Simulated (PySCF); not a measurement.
C₅H₇F₃SSi₂, SMILES F[Si](F)(F)[SiH2]Cc1cccs1, GFN2-xTB optimised geometry.

```
18

F     -0.11    -3.33     4.40
Si     0.04    -2.49     3.05
F      1.23    -3.25     2.32
F      0.77    -1.17     3.57
Si    -1.91    -2.22     1.90
C     -1.49    -1.82     0.07
C     -0.57    -0.66     0.00
C      0.79    -0.66     0.00
C      1.35     0.64     0.00
C      0.41     1.62     0.01
S     -1.19     0.97     0.02
H     -2.69    -1.11     2.46
H     -2.73    -3.44     1.93
H     -2.41    -1.61    -0.48
H     -1.01    -2.68    -0.41
H      1.38    -1.55    -0.01
H      2.41     0.84    -0.01
H      0.54     2.68     0.01
```

Density from B3LYP/def2-SVP run with PySCF 2.14.0 at that geometry.

Minimum of the electron density along straight lines between bonded atoms, close to the bond critical point (lines longer than 1.1 times the sum of covalent radii, or with two minima, are not listed):

```csv
bond,length / Å,ρ at the minimum / e bohr⁻³,∇²ρ there / e bohr⁻⁵,position (fraction from the first atom)
F1–Si2,1.592,0.124,1.18,0.58
Si2–F3,1.593,0.124,1.18,0.42
Si2–F4,1.591,0.125,1.19,0.42
Si5–C6,1.918,0.109,0.27,0.38
C6–C7,1.485,0.259,(withheld),0.49
C7–C8,1.361,0.324,-0.82,0.52
C8–C9,1.414,0.297,(withheld),0.50
C9–C10,1.355,0.327,-0.84,0.49
C7–S11,1.737,0.211,(withheld),0.47
C10–S11,1.722,0.216,-0.47,0.47
Si5–H12,1.469,0.117,0.33,0.49
Si5–H13,1.470,0.116,0.33,0.49
C6–H14,1.090,0.274,-0.99,0.63
C6–H15,1.092,0.273,-0.98,0.63
C8–H16,1.075,0.284,-1.09,0.63
C9–H17,1.075,0.285,-1.10,0.63
C10–H18,1.071,0.287,-1.12,0.64
```

Some entries are withheld; supply them.


- C6–C7, ∇²ρ there / e bohr⁻⁵: -0.60
- C8–C9, ∇²ρ there / e bohr⁻⁵: -0.74
- C7–S11, ∇²ρ there / e bohr⁻⁵: -0.44
